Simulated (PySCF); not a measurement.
Species: C4H8OSe.
SMILES with atom numbers: `[CH2:1]1[CH2:2][Se:3][CH2:4][CH2:5][O:6]1` (hydrogens: H7, H8 on C1; H9, H10 on C2; H11, H12 on C4; H13, H14 on C5)

Computed with PySCF at PBE0/def2-SVPD, non-relativistic, on one gas-phase PBE0-D3(BJ)/def2-SVP geometry that isn't relaxed in the solvent. The solvent is an IEF-PCM continuum (cavity from Bondi-type radii × 1.2). Specific hydrogen bonds and non-electrostatic terms are outside this model. Spin–orbit coupling is left out although an atom past zinc is present.

Gas phase at PBE0/def2-SVPD: HOMO -6.16 eV, LUMO 0.02 eV, dipole 0.42 D.

Question: What does the continuum do to the energy, the frontier levels and the dipole at PBE0/def2-SVPD in chloroform and tetrahydrofuran?

Answer: 
| solvent | ε | E(solvent) − E(gas) (kcal/mol) | polarisation term (kcal/mol) | distortion of the solute (kcal/mol) | HOMO (eV) | LUMO (eV) | dipole (D) |
| --- | --- | --- | --- | --- | --- | --- | --- |
| chloroform | 4.711 | -3.36 | -3.72 | 0.36 | -6.19 | 0.09 | 0.60 |
| tetrahydrofuran | 7.426 | -3.88 | -4.36 | 0.48 | -6.21 | 0.09 | 0.63 |

The polarisation term is half the interaction of the solute with the surface charges that it induces; the rest is the cost of distorting the solute's density. The sum is the electrostatic part of solvation alone. From chloroform to tetrahydrofuran the lowering changes by a factor 1.15, Onsager's factor (ε − 1)/(2ε + 1) by 1.14 and ε itself by 1.6.

Question: How does the static polarisability (PBE0/def2-SVPD, frozen core, with the continuum's full static response) change?

Answer: 
| medium | isotropic (au) | principal values (au) | ⟨r²⟩ of the electrons (bohr²) |
| --- | --- | --- | --- |
| gas | 78.5 | 67.6, 83.0, 84.8 | 815.6 |
| chloroform | 100.3 | 88.5, 105.6, 106.8 | 815.3 |
| tetrahydrofuran | 104.4 | 93.1, 109.5, 110.7 | 815.3 |

The isotropic value in tetrahydrofuran is 1.33 times the gas-phase one; no cavity-field correction is applied. ⟨r²⟩ is taken about the centre of nuclear charge.
